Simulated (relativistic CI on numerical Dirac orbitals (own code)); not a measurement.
**The spin-orbit constant of Zn⁶⁺ from its measured fine structure**

Problem. The ground term 5D of Zn⁶⁺ (3s2 3p6 3d6) has the measured levels J = 1: 3230.0, J = 2: 2579.0, J = 3: 1567.0, J = 4: 0.0 cm⁻¹ (Sugar and Musgrove, J. Phys. Chem. Ref. Data 24, 1803 (1995)). Test the interval rule and estimate ζ(3d).

Working.
1. In LS coupling E(J) − E(J − 1) = AJ. The intervals give A = -325.5 (J = 2), -337.3 (J = 3), -391.8 (J = 4) cm⁻¹.
2. These values spread by 18 % of their mean, from second-order spin-orbit mixing with other terms and from spin-spin terms.
3. The whole width divided by the sum of the upper J values gives a mean A = -358.9 cm⁻¹.
4. For the Hund term of a shell that is more than half full, A = −ζ/2S with 2S = 4, so ζ = 1436 cm⁻¹.

Check. The value calculated from Dirac-Coulomb-Breit radial functions of this configuration is ζ = 1382 cm⁻¹, 4 % below the estimate from measurement. The same recipe applied to the calculated levels returns 1405 cm⁻¹, which shows the bias of the recipe itself. Where the interval rule fails, the estimate is only rough.
